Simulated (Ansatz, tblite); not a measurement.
Forces on Ge₂S₄⁻ at its PBE-D4/def2-SVPD geometry. Total charge -1; doublet.

The xTB rows come from tblite. Another isomer (doublet) lies 0.05 eV lower at r2SCANh-D4/def2-TZVPD; other spin states weren't run for this one.

GFN1-xTB (tblite), largest force 2.00 eV/Å:

```xyz
6
positions Å, forces eV/Å
Ge   -0.541   -0.920    2.495    0.099    0.425   -1.559
Ge   -0.888   -0.215   -0.610    1.659   -0.024    1.120
S     1.034    1.785   -2.697    0.233   -0.372    0.410
S    -0.873    1.063    1.435    0.023   -1.623   -0.151
S    -0.087   -2.129    0.619   -0.717    1.389    0.584
S     1.354    0.415   -1.242   -1.296    0.206   -0.404
```

GFN2-xTB (tblite), largest force 0.91 eV/Å:

```
Ge 0.095 0.144 -0.650
Ge 0.478 -0.004 0.414
S 0.087 -0.622 0.617
S -0.091 -0.485 0.033
S -0.324 0.388 0.240
S -0.246 0.579 -0.654
```

r2SCANh-D4/def2-TZVPD (Ansatz), largest force 0.99 eV/Å:

```
Ge 0.016 0.211 -0.759
Ge 0.400 -0.018 0.473
S 0.161 -0.661 0.708
S 0.045 -0.680 -0.012
S -0.232 0.554 0.286
S -0.390 0.593 -0.695
```
